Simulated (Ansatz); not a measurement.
Job for Ansatz (a program for electronic structure): R-BLYP/def2-TZVPP on H4OSiSn (SMILES [OH][Sn][SiH3]), a point of a torsion scan. Elements past Kr take the def2 small-core potentials; no spin–orbit coupling.

Ansatz 0.2 input:
```yaml
crystal:
  periodic: [false, false, false]
  atoms:
    - {symbol: O, position_ang: [2.27425948, -0.30093848, -0.64107223]}
    - {symbol: Sn, position_ang: [0.97377650, -1.07118115, 0.73495987]}
    - {symbol: Si, position_ang: [1.04424247, -3.37333252, -0.50439192]}
    - {symbol: H, position_ang: [2.59448519, 0.59702622, -0.62798056]}
    - {symbol: H, position_ang: [2.39400854, -3.90547638, -0.77373015]}
    - {symbol: H, position_ang: [0.38477909, -4.52600949, 0.15935111]}
    - {symbol: H, position_ang: [0.39812212, -3.38454885, -1.83438722]}
basis:
  gaussian:
    orbitals: def2-TZVPP
hamiltonian:
  xc: {name: BLYP}
scf: {lower_state_search: off}
```

The log:

```
WARN ansatz: RAYON_NUM_THREADS=1 ignored (pool sized by the plan → 1); use --threads N
Functional definition: BLYP
these checks for a lower state are left out or cut short: stability, starts, cluster_reference, orbital_swaps, neighbouring_geometries, increment
integrals: 0.09 GiB planned
1063 factors; their error is unknown
mean field: 0.61 GiB planned
mean field evaluation 1: about -15809.9471 eV, gradient 7.6e1 eV
mean field evaluation 2: about -15659.9308 eV, gradient 2.0e2 eV
mean field evaluation 4: about -15819.6870 eV, gradient 2.2e1 eV
mean field evaluation 8: about -15821.0454 eV, gradient 3.5e-1 eV
mean field evaluation 16: about -15821.0221 eV, gradient 1.6e-4 eV
mean field -15821.02214786 eV, -581.4118400598 hartree, gradient 2.1e-6 eV, S^2 0.000000; 0 other end points of the search recorded, 0 dependent functions left out
reference -15821.02249889 eV, -581.4118529600 hartree; 24, 24 occupied and 155, 155 virtual orbitals, 1063 factors
Total energy: -15821.02249889 eV, -581.4118529600 hartree
Checks for a lower state left out: stability, starts, cluster_reference, orbital_swaps, neighbouring_geometries, increment
```

Self-consistency was reached.

Cost: about 2.4 core-seconds (a rough figure).
